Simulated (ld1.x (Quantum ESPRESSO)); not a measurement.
## Reading a pseudo-wave (Si)

Columns: radius, all-electron u(r) and pseudo u(r) of the 3s shell (level -19.11 eV) of silicon in the configuration [Ne] 3s2 3p1; LDA (PZ), scalar-relativistic, RRKJ scheme, ld1.x (Quantum ESPRESSO) 7.5.

```csv
r (bohr),all-electron,pseudo
0.082,0.1680,0.0331
0.165,-0.0451,0.0661
0.248,-0.2452,0.0985
0.330,-0.3468,0.1294
0.413,-0.3576,0.1597
0.495,-0.3029,0.1888
0.578,-0.2066,0.2184
0.660,-0.0903,0.2491
0.742,0.0333,0.2832
0.825,0.1566,0.3230
0.908,0.2721,0.3700
0.990,0.3752,0.4241
1.072,0.4655,0.4846
1.155,0.5436,0.5484
1.238,0.6082,0.6087
1.320,0.6595,0.6595
1.402,0.6993,0.6993
1.485,0.7287,0.7287
1.568,0.7485,0.7485
1.650,0.7594,0.7594
1.733,0.7631,0.7631
1.815,0.7602,0.7602
1.898,0.7518,0.7518
1.980,0.7390,0.7390
2.062,0.7225,0.7225
2.145,0.7026,0.7026
```

Question: How many radial nodes do the two functions have?

Answer: The all-electron 3s function has n − l − 1 = 2; the pseudo-wave has 0, since the states of the same l below it are removed with the core.

Question: At about which radius was the pseudo-wave matched?

Answer: 1.35 bohr, where the columns begin to agree (steps of 0.08 bohr).

Question: Is the pseudo-wave norm-conserving?

Answer: Yes: the RRKJ scheme keeps the norm inside the radius equal to the all-electron one, which fixes the energy derivative of the logarithmic derivative at the level.
